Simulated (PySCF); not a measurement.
# How the method moves the HOMO and LUMO of `C=C[C@@]1(F)C[C@@H]1F`

Compound: C₅H₆F₂.
Geometry (PBE0-D3(BJ)/def2-SVP, Å), atoms numbered from 1 in this order:
```
atom  x, y, z in Å
C1     1.427    1.677    0.381
C2     0.766    0.522    0.456
C3    -0.174    0.046   -0.573
F4    -0.330    0.895   -1.618
C5    -0.295   -1.420   -0.916
C6    -1.407   -0.732   -0.202
F7    -2.532   -0.468   -0.896
H8     2.114    1.985    1.173
H9     1.298    2.343   -0.475
H10    0.897   -0.146    1.314
H11   -0.477   -1.613   -1.977
H12    0.325   -2.152   -0.393
H13   -1.603   -0.946    0.855
```

Basis pcSseg-1 throughout (PySCF), one geometry. The structure is a single PBE0-D3(BJ)/def2-SVP conformer in the gas phase; no vibrational or solvent corrections.

Question: How do the orbital energies, the gap and the dipole change with the method?

Answer: 
```
   method                    kind  HOMO (eV)  LUMO (eV)  gap (eV)  μ (D)  SCF cycles
    B97-D                     GGA      -6.03      -0.98      5.06   2.48          14
      PBE                     GGA      -6.06      -1.07      4.99   2.40          14
      KT3                     GGA      -6.10      -1.01      5.08   2.40          15
     BP86                     GGA      -6.17      -1.17      5.00   2.45          14
      LDA                     LDA      -6.26      -1.32      4.94   2.52          14
    B3LYP           global hybrid      -7.07      -0.31      6.75   2.64          14
     PBE0           global hybrid      -7.28      -0.08      7.20   2.66          14
CAM-B3LYP  range-separated hybrid      -8.61       1.07      9.68   2.73          13
```

The HOMO spans 2.57 eV, from B97-D down to CAM-B3LYP, and the gap runs from 4.94 eV (LDA) to 9.68 eV (CAM-B3LYP). Over the methods B97-D (0 %), PBE (0 %), KT3 (0 %), BP86 (0 %), LDA (0 %), B3LYP (20 %), PBE0 (25 %), a straight line through the gap against the share of exact exchange rises by 0.87 eV for each 10 % (correlation coefficient 0.999). The dipole ranges from 2.40 D (KT3) to 2.73 D (CAM-B3LYP). This basis has no diffuse functions.
